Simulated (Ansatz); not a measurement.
C₃H₈Si₂, SMILES `C[SiH2]C1=C[SiH2]1`, relaxed with RKS PBE0-D4/def2-TZVP in Ansatz 0.2.0 from a PBE-D4/def2-SVP geometry. The force threshold is 0.005 eV/Å; the program also tests the step.

Charge 0, multiplicity 1.

Start:

```xyz
13

C    -1.020   -0.662   -1.948
Si   -0.920    0.626   -0.568
C     0.392    0.197    0.692
C     1.318   -0.756    0.940
Si    1.360    0.521    2.249
H    -1.263   -1.662   -1.535
H    -0.052   -0.733   -2.485
H    -1.804   -0.394   -2.685
H    -2.240    0.724    0.153
H    -0.599    1.986   -1.132
H     1.642   -1.686    0.442
H     2.435    1.565    2.281
H     0.752    0.273    3.597
```

| step | energy (eV) | largest force (eV/Å) | largest move (Å) |
| --- | --- | --- | --- |
| 1 | -18986.2513 | 0.669 | 0.000 |
| 2 | -18986.3078 | 0.432 | 0.029 |
| 3 | -18986.3166 | 0.055 | 0.019 |
| 4 | -18986.3167 | 0.052 | 0.006 |
| 5 | -18986.3168 | 0.013 | 0.004 |
| 6 | -18986.3169 | 0.004 | 0.005 |
| 7 | -18986.3169 | 0.010 | 0.010 |
| 8 | -18986.3169 | 0.004 | 0.004 |

End:

```xyz
13

C    -1.000   -0.659   -1.921
Si   -0.913    0.619   -0.560
C     0.382    0.208    0.693
C     1.294   -0.741    0.927
Si    1.345    0.510    2.218
H    -1.237   -1.644   -1.514
H    -0.046   -0.728   -2.449
H    -1.771   -0.398   -2.650
H    -2.219    0.719    0.148
H    -0.597    1.962   -1.121
H     1.594   -1.650    0.417
H     2.412    1.537    2.257
H     0.756    0.265    3.555
```

Run time 33 s (4 threads of an Arm Neoverse V1 on a shared host); peak host memory 0.61 GiB.
